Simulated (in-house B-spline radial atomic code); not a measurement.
Results of a calculation; reference values are marked as such.
## Stopping of slow ions oscillates with Z: Zr to Xe at r_s = 1.5

A nucleus sits in a uniform electron gas with a rigid positive background. The Kohn-Sham equations are solved self-consistently in the spin-unpolarised LDA (PW92), non-relativistic, on B-splines with outgoing waves at the boundary and partial waves to l = 8. The model has no lattice, no bands and no magnetic solution. Atomic units; δ_l are the phase shifts at the Fermi level, counted so that each bound state adds π, and good to about 0.0005.

The density parameter is r_s = 1.5 bohr. The friction coefficient Q = n k_F σ_tr gives dE/dx = Q v for slow ions.

```tsv
ion	δ0/π	δ1/π	δ2/π	δ3/π	σ_tr (bohr²)	Q (a.u.)
Zr	3.489	2.722	1.537	0.066	31.77	2.8752
Nb	3.531	2.764	1.601	0.068	30.81	2.7885
Mo	3.573	2.805	1.665	0.069	28.17	2.5493
Tc	3.615	2.845	1.727	0.072	24.37	2.2058
Ru	3.658	2.886	1.788	0.076	20.12	1.8210
Rh	3.702	2.929	1.845	0.080	16.07	1.4542
Pd	3.749	2.974	1.899	0.086	12.65	1.1448
Ag	3.799	3.022	1.949	0.093	10.07	0.9116
Cd	3.849	3.072	1.997	0.100	8.39	0.7593
In	3.901	3.124	2.043	0.109	7.56	0.6846
Sn	3.953	3.177	2.088	0.118	7.54	0.6825
Sb	4.004	3.231	2.131	0.128	8.26	0.7475
Te	4.053	3.283	2.173	0.140	9.64	0.8727
I	4.099	3.332	2.214	0.155	11.62	1.0515
Xe	4.140	3.376	2.251	0.177	14.13	1.2785
```

Q: Where are the largest and smallest frictions, and what do the phase shifts say there?

A: Largest: Zr, Q = 2.8752; smallest: Sn, Q = 0.6825, a ratio of 4.2. For the largest δ2/π = 1.54; it lies at the edge of the table, which can't show whether it is a peak. For the smallest the differences δ_l − δ_(l+1), measured from the nearest multiple of π, are 0.22π, 0.09π, 0.03π; σ_tr grows with the sines of these.

Q: At equal speed, Lindhard and Scharff's formula, with silicon as an example target, scales as Z^(7/6)/(Z^(2/3) + 14^(2/3))^(3/2). How does its rise from the first ion to the last compare?

A: It rises smoothly by 1.1654/1.0100 = 1.15, while Q changes by 1.279/2.875 = 0.44. The statistical formula averages over shells, so it can't show the oscillation.
